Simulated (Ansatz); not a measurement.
Ideal-gas functions of `F/C(I)=C\I` at 800 K and 1 bar, from an Ansatz frequency run at PBE0-D4/def2-TZVP.

Molar mass 297.84 g/mol, point group Cs (symmetry number 1), electronic degeneracy 1, moments of inertia 62.248, 1581.713, 1643.961 u Å². Harmonic wavenumbers (cm⁻¹, unscaled): 129, 134, 161, 308, 528, 648, 749, 781, 1070, 1246, 1692, 3269.

Use S(trans) = R[1.5 ln M + 2.5 ln T − 1.1517]; rotational temperatures θ = 24.2544 K / I; S(rot) = R[ln(√π/σ · √(T³/θAθBθC)) + 1.5]; for each mode x = 1.438777 ν̃/T, S = R[x/(eˣ − 1) − ln(1 − e⁻ˣ)] and H = RT x/(eˣ − 1); 1 cm⁻¹ = 0.0119627 kJ/mol; R = 8.31446 J/(mol·K).

**Question.** By hand: the entropy, in J/(mol·K).

**Answer.** Translation 200.4. Rotation: θ = 0.3896, 0.0153, 0.0148 K, giving 139.4. Vibration, mode by mode: 20.48, 20.17, 18.65, 13.33, 9.05, 7.50, 6.44, 6.14, 4.05, 3.15, 1.67, 0.16, in all 110.8. Electronic 0.0. Sum 450.6 J/(mol·K).

**Question.** By hand: H − E and G − E in kJ/mol, counted from the electronic energy.

**Answer.** Zero-point energy ½ × 10715 × 0.0119627 = 64.1; thermal vibration 41.3; translation, rotation and pV give 4 RT = 26.6. H − E = 132.0 kJ/mol, and G − E = 132.0 − 800 × 450.6/1000 = -228.5 kJ/mol.

Vibration gives 25 % of the entropy, 40.6 J/(mol·K) of it from the modes under 150 cm⁻¹: soft modes count most, and the harmonic formula is weakest for them.
